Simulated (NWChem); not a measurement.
Program: NWChem. System: AlF2I, charge 1, spin multiplicity 2, at the geometry of a parent with another charge or spin, in a state set for the comparison that need not be this species' ground state. Its SCF solution wasn't tested for a lower state. Level: UPBE/def2-TZVP with def2 effective core potentials on I.

The NWChem input:

```
start mol
memory heap 200 mb stack 900 mb global 1100 mb
charge 1
geometry units angstroms nocenter noautoz
  Al     0.000000     0.000000    -1.350059
  F     -1.414417     0.000000    -2.199612
  F      1.414417     0.000000    -2.199612
  I      0.000000     0.000000     1.078185
  symmetry group C2v
end
basis spherical
  * library def2-tzvp
end
ecp
  I library def2-ecp
end
dft
  xc xpbe96 cpbe96
  odft
  mult 2
  semidirect memsize 60000000 filesize 0
  iterations 100
end
task dft energy
```

Output (cleaned and shortened):

```
             Northwest Computational Chemistry Package (NWChem) 7.3.0
             --------------------------------------------------------

                                NWChem Input Module
                                -------------------

 Scaling coordinates for geometry "geometry" by  1.889725989
 (inverse scale =  0.529177249)

 Turning off AUTOSYM since
 SYMMETRY directive was detected!

                             Geometry "geometry" -> ""
                             -------------------------

 Output coordinates in angstroms (scale by  1.889725989 to convert to a.u.)

  No.       Tag          Charge          X              Y              Z
 ---- ---------------- ---------- -------------- -------------- --------------
    1 Al                  13.0000     0.00000000     0.00000000    -1.35005900
    2 F                    9.0000    -1.41441700     0.00000000    -2.19961200
    3 F                    9.0000     1.41441700     0.00000000    -2.19961200
    4 I                   53.0000     0.00000000     0.00000000     1.07818500

 Effective nuclear repulsion energy (a.u.)     381.7651939609

            Nuclear Dipole moment (a.u.)
            ----------------------------
        X                 Y               Z
 ---------------- ---------------- ----------------
     0.0000000000     0.0000000000     0.0000415740

      Symmetry information
      --------------------

 Group name             C2v
 Group number             16
 Group order               4
 No. of unique centers     3

      Symmetry unique atoms

     1    2    4


 Summary of "ao basis" -> "" (spherical)
 ------------------------------------------------------------------------------
       Tag                 Description            Shells   Functions and Types
 ---------------- ------------------------------  ------  ---------------------
 *                         def2-tzvp                  on all atoms

 Summary of "ao basis" -> "ao basis" (spherical)
 ------------------------------------------------------------------------------
       Tag                 Description            Shells   Functions and Types
[...]
   alpha     51     52     53     54     55     56     57     58     59     60
    beta     51     52     53     54     55     56     57     58     58     61
 overlap   0.960  0.997  0.999  0.987  0.998  0.985  0.941  0.729  0.681  0.934

   alpha     61     62     63     64     65     66     67     68     69     70
    beta     59     63     62     64     65     66     67     68     69     70
 overlap   0.978  0.812  0.984  0.997  0.995  0.994  0.998  0.997  0.998  0.999

   alpha     71     72     73     74     75     76     77     78     79     80
    beta     71     72     73     74     75     76     77     78     79     80
 overlap   0.999  0.999  0.999  1.000  0.964  0.963  1.000  0.999  0.998  1.000

   alpha     81     82     83     84     85     86     87     88     89     90
    beta     81     82     83     84     85     86     87     88     89     90
 overlap   0.991  0.992  1.000  1.000  0.999  1.000  1.000  1.000  1.000  1.000

   alpha     91     92     93     94     95     96     97     98     99    100
    beta     91     92     93     94     95     96     97     98     99    100
 overlap   1.000  1.000  1.000  1.000  1.000  1.000  1.000  1.000  1.000  1.000

   alpha    101    102    103    104    105    106    107    108    109    110
    beta    101    102    104    103    105    106    107    108    109    110
 overlap   1.000  1.000  1.000  1.000  1.000  1.000  1.000  1.000  1.000  1.000

   alpha    111    112    113    114    115    116    117    118    119    120
    beta    111    112    113    114    115    116    117    118    119    121
 overlap   1.000  1.000  1.000  1.000  0.998  0.995  0.997  0.997  0.995  0.993

   alpha    121    122    123    124    125    126    127    128    129    130
    beta    120    122    123    124    125    126    127    128    129    130
 overlap   0.956  0.997  0.999  0.958  0.991  0.997  1.000  0.999  1.000  1.000

   alpha    131    132    133    134    135    136    137    138    139    140
    beta    131    132    133    134    135    136    137    138    139    140
 overlap   1.000  1.000  1.000  1.000  1.000  1.000  1.000  1.000  1.000  1.000

   alpha    141    142    143    144    145    146    147    148    149
    beta    141    142    143    144    145    146    147    148    149
 overlap   1.000  1.000  1.000  1.000  1.000  1.000  1.000  1.000  1.000

     --------------------------
     Expectation value of S2:
     --------------------------
      <S2> =      0.7524 (Exact =     0.7500)

 center of mass
 --------------
 x =   0.00000000 y =   0.00000000 z =   0.16562511

 moments of inertia (a.u.)
 ------------------
        1353.659790012437           0.000000000000           0.000000000000
           0.000000000000        1625.115905135809           0.000000000000
           0.000000000000           0.000000000000         271.456115123371

     Multipole analysis of the density
     ---------------------------------

     L   x y z        total         alpha         beta         nuclear
     -   - - -        -----         -----         ----         -------
     0   0 0 0      1.000000    -28.000000    -27.000000     56.000000

     1   1 0 0     -0.000000      0.000000     -0.000000      0.000000
     1   0 1 0     -0.000000     -0.000000     -0.000000      0.000000
     1   0 0 1      1.077117     28.429685     29.696668    -57.049236

     2   2 0 0    -33.494901    -83.209452    -78.880754    128.595305
     2   1 1 0     -0.000000     -0.000000     -0.000000      0.000000
     2   1 0 1      0.000000     -0.000000      0.000000      0.000000
     2   0 2 0    -30.372082    -15.660701    -14.711381      0.000000
     2   0 1 1      0.000000     -0.000000      0.000000      0.000000
     2   0 0 2    -28.230874   -267.156070   -260.473565    499.398761

 Task  times  cpu:       31.6s     wall:       31.6s

 Total times  cpu:       31.6s     wall:       31.6s
```
